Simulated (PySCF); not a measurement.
VOCl3, SMILES [O]=[V]([Cl])([Cl])[Cl], multiplicity 1. Geometry: PBE0-D3(BJ)/def2-SVP. The multiplicity is an assumed one; other spin states were not compared.

Computed with PBE0-D3(BJ)/def2-SVP run with PySCF.

Harmonic wavenumbers (cm⁻¹): 127, 127, 167, 265, 265, 414, 518, 518, 1197. Rotational constants (GHz): 1.750, 1.750, 1.160; symmetry number 3.

Problem. Work out the zero-point energy and the ideal-gas rigid-rotor harmonic-oscillator thermochemistry at 298.15 K and 1 atm.

Solution. ZPE = ½ Σ hcν = ½ × 3597 cm⁻¹ = 21.52 kJ/mol. H − E(el) = 41.01 kJ/mol. Entropy in J/(mol K): translation 173.04, rotation 111.76, vibration 58.11, total 342.91. G − E(el) = -61.22 kJ/mol. Cp = 88.81 J/(mol K). Modes under 150 cm⁻¹ make the vibrational entropy uncertain.
